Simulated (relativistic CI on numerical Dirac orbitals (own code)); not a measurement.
Crystal-field levels of Zn⁴⁺, 3d8

Calculated by Dirac-Coulomb-Breit CI, KLI orbitals optimised for each configuration, QED by a radiative potential, valence Slater integrals scaled by 0.85, one configuration in a parametric crystal field (own radial code).

Field parameters in Wybourne normalisation: D3d B²₀ = −7Dσ, B⁴₀ = −14Dq − 21Dτ, B⁴₃ = −14√(10/7) Dq. The field is a parameter set, without covalency.

S is read from ⟨S²⟩ = S(S + 1).

Levels (cm⁻¹, degeneracy): 0 (1), 3 (2), 15471 (2), 15859 (1), 15946 (2), 16592 (2), 16815 (1), 17000 (1), 21075 (2), 24607 (1), 25257 (2), 26386 (1).

Q: Which field gives this pattern?
A. D3d, 10Dq = 27850, Dσ = 230, Dτ = -350 cm⁻¹
B. D3d, 10Dq = 18150, Dσ = 260, Dτ = 310 cm⁻¹
C. D3d, 10Dq = 15500, Dσ = -140, Dτ = 170 cm⁻¹

A: C. D3d, 10Dq = 15500, Dσ = -140, Dτ = 170 cm⁻¹, ground level with S = 1.00.
